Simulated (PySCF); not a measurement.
fluorine atom (F), doublet. Base run: PBE0/def2-SV(P) (PySCF).

Here is a job for PySCF.
```python
from pyscf import gto, scf, dft

mol = gto.M(
    atom='''
F     0.000000    0.000000    0.000000
''',
    basis='def2-sv(p)',
    charge=0,
    spin=1,
    verbose=4,
)

mf = dft.UKS(mol)
mf.xc = 'pbe0'
mf.kernel()
mf.analyze()
```

The base run was repeated with changes; each row names its change, and settings that it needs were set with it.

| change | ΔE vs base (µEh) | SCF cycles | <S^2> | outcome |
|---|---|---|---|---|
| base | 0.0 | 7 | 0.751 | converged |
| level_shift = 0.5 (with mf.max_cycle = 100) | -0.5 | 8 | 0.751 | converged |
| init_guess = atom | -0.5 | 7 | 0.751 | converged |
| solver = newton | -0.4 | - | 0.751 | converged |
| diis = off (with mf.max_cycle = 100) | 0.0 | 35 | 0.751 | converged |
| conv_tol = 1e-12 | - | 50 | - | not converged |
| init_guess = vsap | -0.3 | 6 | 0.751 | converged |
| diis_space = 20 | 0.0 | 7 | 0.751 | converged |
| conv_tol_grad = 1e-7 | - | 50 | - | not converged |
| init_guess = sap | 0.3 | 7 | 0.751 | converged |
| solver = newton; init_guess = 1e | 0.3 | - | 0.751 | converged |
| init_guess = huckel | 0.3 | 6 | 0.751 | converged |
| level_shift = 0.3 (with mf.max_cycle = 100) | 0.0 | 8 | 0.751 | converged |

Open shells are given as the SCF converged; they aren't shown to be the lowest states, and a large step between rows can be another state.
